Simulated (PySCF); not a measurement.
# Finite-field polarisability of K⁻ (potassium, charge -1)

[Ar] 4s2, closed-shell 1S. All numbers are calculated (PySCF 2.14, scalar relativity by spin-free X2C-1e, in x2c-QZVPPall with one added diffuse shell each of s, p, d, f type (12s8p5d4f, 89 functions)). Frozen: [Ne]. Energy changes in a uniform field (μhartree):

| axis | F (au) | HF | MP2 | CCSD | CCSD(T) |
| --- | --- | --- | --- | --- | --- |
| x | 0.00032 | -97.115 | -73.127 | -73.797 | -73.667 |
| x | 0.00064 | -389.932 | -295.499 | -297.622 | -297.444 |

Problem. Derive α along x at CCSD(T) from the two fields.

Solution. With ΔE = −αF²/2 − γF⁴/24, α = −(16 ΔE(F) − ΔE(2F))/(6F²) = 1434 bohr³.

Problem. And the mean polarisability at each level?

Solution. HF 1894, MP2 1423, CCSD 1437, CCSD(T) 1434 bohr³.

The polarisability of an anion needs two sets of diffuse s and p functions; this basis lacks them, so these values show the method and not the converged property.
